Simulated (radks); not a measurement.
The numbers below are computed, except where a source is named.
Question: The germanium ion Ge+, 31 electrons, occupied as [Ar] 3d10 4s2 4p1. Level of theory: scalar-relativistic Kohn-Sham, r2SCAN, spin-polarised, spherical densities, finite nucleus; open shells are filled with parallel spins first; meta-GGA in the generalised Kohn-Sham scheme; Fermi nuclear charge, rms radius 4.0742 fm (a radial shooting solver on a logarithmic mesh with Libxc functionals). Some entries of the table are withheld. Estimate them.

| orbital | occ. | eigenvalue (hartree) | r(max) (bohr) | <1/r> (bohr^-1) |
|---|---|---|---|---|
| 1s up | 1 | -404.2898 | 0.03073 | 32.38 |
| 1s down | 1 | -404.2877 | 0.03073 | 32.38 |
| 2s down | 1 | -51.19267 | 0.1759 | 7.123 |
| 2s up | 1 | -51.19257 | 0.1759 | 7.123 |
| 2p up | 3 | -44.70371 | 0.1413 | 6.968 |
| 2p down | 3 | -44.70247 | 0.1413 | 6.968 |
| 3s up | 1 | -6.71227 | 0.5417 | 2.286 |
| 3s down | 1 | -6.71089 | 0.5418 | 2.285 |
| 3p up | 3 | -4.70375 | 0.5431 | 2.129 |
| 3p down | 3 | -4.70208 | 0.5432 | 2.129 |
| 3d up | 5 | -1.43741 | 0.5061 | (1) |
| 3d down | 5 | -1.43371 | 0.5060 | (2) |
| 4s up | 1 | -0.76521 | 1.727 | 0.6352 |
| 4s down | 1 | -0.71866 | 1.712 | 0.6453 |
| 4p up | 1 | -0.43457 | 2.083 | 0.5101 |
| 4p down | 0 | -0.37670 | 2.039 | 0.5274 |

Answer: 
(1) 3d up <1/r> (bohr^-1): 1.781
(2) 3d down <1/r> (bohr^-1): 1.785
